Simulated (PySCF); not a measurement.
# Assigning NMR signals

Geometry (Å), atoms numbered from 1 in this order:
```xyz
16

C     2.404   -0.540    0.011
O     1.008   -0.645    0.156
Si   -0.223    0.193   -0.457
O    -1.582   -0.277    0.239
C    -2.222   -1.526    0.263
C    -0.115    2.043    0.125
F     1.106    2.558   -0.176
F    -1.000    2.868   -0.464
F    -0.261    2.223    1.449
H     2.730    0.496    0.099
H     2.860   -1.136    0.801
H     2.709   -0.930   -0.962
H    -0.234    0.214   -1.916
H    -1.526   -2.309    0.562
H    -3.038   -1.464    0.983
H    -2.623   -1.760   -0.724
```

PySCF 2.14 calculation with geometry from GFN2-xTB and GIAO PBE0/pcSseg-1 shieldings; one conformer, non-relativistic, gas phase, rapidly exchanging positions averaged.

δ = σ(ref) − σ, references computed at the same level: $^{13}$C (σ = 186.93 ppm) and $^{1}$H (σ = 31.72 ppm) against TMS.

Q: Assign these signals to the numbered atoms. $^{13}$C{$^{1}$H} NMR (computed): δ 135.9 (C), 53.2 (CH3).

A: 
| δ (ppm) | atoms | environment | reason |
| --- | --- | --- | --- |
| 135.9 | C6 | CF3 carbon | 3 electronegative neighbours deshield it |
| 53.2 | C1/C5 | methyl carbon bonded to O | deshielded by the electronegative neighbour |

Q: Assign these signals to the numbered atoms. $^{1}$H NMR (400 MHz, computed): δ 4.69 (m, 1H), 4.01 (s, 6H).

A: 
4.69 → H13, hydrogen on a silicon bonded to C, 2 O
4.01 → H10/H11/H12/H14/H15/H16, hydrogen on a methyl carbon bonded to O: its carbon carries O, which withdraws density

Splittings by $^{19}$F in the carbon and heteronuclear signals aren't shown, as no couplings were computed. Shifts are as computed. Against solution values, carbons near 30 ppm lie about +3 ppm off and those near 130 ppm about +5 ppm. Of 1211 compounds with measured shifts, 218 miss one by over three times the rms of a fit or turn the order of signals round; such compounds aren't used in these exercises. Multiplicities follow the n + 1 count of equivalent neighbours, as no J values were calculated; m marks all less simple cases, F and P coupling included.
